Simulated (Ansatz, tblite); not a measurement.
Ge oxide hydroxide: gap (eV) at several levels, gas phase, relaxed structures; Ansatz, xTB through tblite. Clusters are the lowest isomers that short searches found in that spin, judged at the geometry's level. The structures are stationary points that may keep the symmetry of their start. Remarks come from the PBE and PBE0 runs and from stability tests at other levels; not every state was tested.

```tsv
species	state	geometry	GFN2-xTB	PBE-D4/def2-SVP	PBE-D4/def2-TZVP	r2SCAN-D4/def2-TZVP	PBE0-D4/def2-TZVP	remarks
GeO3H2	singlet	PBE-D4/def2-SVP	4.80	2.88	2.94	3.62	6.16	restricted SCF unstable in HF
GeO4H4	singlet	PBE-D4/def2-SVP	6.20	4.55	4.51	5.25	7.72	–
Ge3O7H2	singlet	r2SCAN-D4/def2-SVP	4.69	3.29	3.29	3.85	5.95	–
Ge3O8H4	singlet	PBE-D4/def2-SVP	5.08	3.82	3.83	4.46	6.79	restricted SCF unstable in HF
Ge3O9H6	singlet	PBE-D4/def2-SVP	4.60	3.59	3.58	4.09	5.98	–
Ge3O10H8	singlet	PBE-D4/def2-SVP	4.50	3.19	3.17	3.75	5.97	–
Ge4O9H2	singlet	PBE-D4/def2-SVP	3.74	2.83	2.88	3.40	5.36	–
```

Estimate the column for PBE0-D4/def2-SVP.

GeO3H2 6.14; GeO4H4 7.85; Ge3O7H2 5.95; Ge3O8H4 6.80; Ge3O9H6 6.05; Ge3O10H8 5.98; Ge4O9H2 5.30.

Over the 7 species that have every level, the mean is 4.80 at GFN2-xTB, 3.45 at PBE-D4/def2-SVP, 3.46 at PBE-D4/def2-TZVP, 4.06 at r2SCAN-D4/def2-TZVP, 6.30 at PBE0-D4/def2-SVP, 6.28 at PBE0-D4/def2-TZVP. Orbital gaps grow with the share of exact exchange and aren't one observable across functionals.
